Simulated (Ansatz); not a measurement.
[Cu(OH)4]- (CuO4H4⁻). Charge -1, multiplicity 1. Geometry PBE0-D4/def2-SVPD.

```xyz
9

Cu    0.0000    0.0000    0.0000
O     0.6852   -0.8980    1.4372
H     1.6265   -0.7345    1.3156
O    -1.6895   -0.4833    0.5035
H    -1.4981   -0.9951    1.2965
O    -0.6852    0.8980   -1.4372
H    -1.6265    0.7345   -1.3154
O     1.6895    0.4833   -0.5035
H     1.4982    0.9952   -1.2965
```

B3LYP takes the VWN-RPA correlation.

Estimate the orbital energies around the gap (eV) in Ansatz with PBE-D4/def2-SVPD, PBE-D4/def2-TZVPD, r2SCANh-D4/def2-TZVPD, B3LYP-D4/def2-TZVPD, PBE0-D4/def2-TZVPD.


| orbital | PBE-D4/def2-SVPD | PBE-D4/def2-TZVPD | r2SCANh-D4/def2-TZVPD | B3LYP-D4/def2-TZVPD | PBE0-D4/def2-TZVPD |
| --- | --- | --- | --- | --- | --- |
| HOMO−13 | -5.78 | -5.80 | -6.81 | -7.23 | -7.51 |
| HOMO−12 | -5.78 | -5.80 | -6.81 | -7.23 | -7.51 |
| HOMO−11 | -5.26 | -5.12 | -6.08 | -6.67 | -6.97 |
| HOMO−10 | -3.84 | -3.66 | -5.14 | -6.03 | -6.49 |
| HOMO−9 | -3.84 | -3.66 | -5.14 | -6.03 | -6.49 |
| HOMO−8 | -3.43 | -3.40 | -4.50 | -5.14 | -5.50 |
| HOMO−7 | -3.01 | -2.78 | -4.35 | -5.14 | -5.50 |
| HOMO−6 | -2.53 | -2.51 | -3.46 | -3.97 | -4.27 |
| HOMO−5 | -2.53 | -2.51 | -3.29 | -3.94 | -4.20 |
| HOMO−4 | -2.49 | -2.48 | -3.25 | -3.63 | -3.84 |
| HOMO−3 | -2.30 | -2.15 | -3.25 | -3.63 | -3.84 |
| HOMO−2 | -1.34 | -1.32 | -2.29 | -2.76 | -3.00 |
| HOMO−1 | -0.98 | -0.88 | -1.98 | -2.57 | -2.84 |
| HOMO | -0.98 | -0.88 | -1.98 | -2.57 | -2.84 |
| LUMO | 0.72 | 0.89 | 1.24 | 1.47 | 1.76 |
| LUMO+1 | 3.25 | 3.08 | 3.77 | 3.39 | 3.63 |
| LUMO+2 | 4.11 | 3.75 | 4.41 | 4.01 | 4.22 |
| LUMO+3 | 4.11 | 3.75 | 4.41 | 4.01 | 4.22 |
| LUMO+4 | 4.78 | 4.49 | 5.03 | 4.78 | 4.94 |
| LUMO+5 | 5.63 | 4.67 | 5.33 | 4.91 | 5.14 |
